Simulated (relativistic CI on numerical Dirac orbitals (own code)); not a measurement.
From line strength to rate: Ar⁺ 723.36 Å (vacuum)

Problem. For 3s2 3p5 2P°_3/2 – 3s2 3p4 4s 2P_3/2 of Ar⁺ a semi-empirical relativistic CI calculation gives the line strength S = 2.016 e²a₀² in the length gauge. The measured levels are 0.00 and 138243.64 cm⁻¹ (NIST Handbook). Find gf, f, A and the partial lifetime.

Working.
1. σ = 138243.64 − 0.00 = 138243.64 cm⁻¹, so the vacuum wavelength is 10⁸/σ = 723.36 Å.
2. gf = 303.756 S/λ(Å) = 0.8466, log gf = -0.072; with g = 4 for the lower level, f = 0.212.
3. A = 2.02613 × 10¹⁸ S/(g_u λ³) with g_u = 4: A = 2.70 × 10^9 s⁻¹.
4. The partial lifetime for this S is 1/A = 0.371 ns; in the calculation this line carries 86 % of the decay of the upper level.

Check. The Handbook lists A = 2.31 × 10^9 s⁻¹, a tabulated value with its own uncertainty (a few per cent for the best lines, 25 % or more for others); ours lies 17 % above it. The velocity form of the same calculation gives S = 1.62, and the gap between the two forms is a rough gauge of the error in S. With the computed energy (138634 cm⁻¹) in place of the measured one the rate would change by the factor (σ_calc/σ)³ = 1.01.
